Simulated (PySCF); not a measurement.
# Electron correlation in N⁺ (nitrogen, charge +1)

[He] 2s1 2p2 3s1, high-spin 5P determinant (an excited configuration). Calculation: PySCF 2.14, in dyall-acv3z; scalar relativity by spin-free X2C-1e. Frozen: nothing; 6 electrons correlated; the 5 highest virtual orbitals of each spin left out.

```json
{"level": "CCSD", "correlation energy (mhartree)": "-73.58"}
{"level": "(T)", "correlation energy (mhartree)": "-0.24"}
{"level": "CCSD(T)", "correlation energy (mhartree)": "-73.82"}
```

Diagnostics: T1 = 0.0047, D1 = 0.0156, largest double amplitude 0.036.

Question: Is a single reference adequate?

Answer: Yes: T1 lies below 0.03 and no double amplitude reaches 0.07.
